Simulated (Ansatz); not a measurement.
C2H5FSe, SMILES F[Se]CC.

The structure is a stationary point at PBE0-D3(BJ)/def2-SVP. This is a generated structure with no PubChem entry under its InChIKey; it may be hypothetical. Other conformers were not sampled.

Two levels are set side by side: PBE/def2-SVPD (Ansatz, a quantum-chemistry and plane-wave program) and PBE0/def2-SVPD (Ansatz). Energy differences of separate SCF runs at the same geometry; the states with an electron removed or added have multiplicity 2 and 2. Differences are taken from unrounded values.

```csv
quantity,PBE0
vertical ionisation energy (eV),8.95
vertical singlet–triplet gap (eV),2.26
```

Question: What does PBE give, and how far is it from PBE0? (Estimate from the structure and the level; the computed values follow.)

Answer: 
| quantity | PBE | PBE minus PBE0 |
|---|---|---|
| vertical ionisation energy (eV) | 8.77 | -0.18 |
| vertical singlet–triplet gap (eV) | 2.21 | -0.05 |
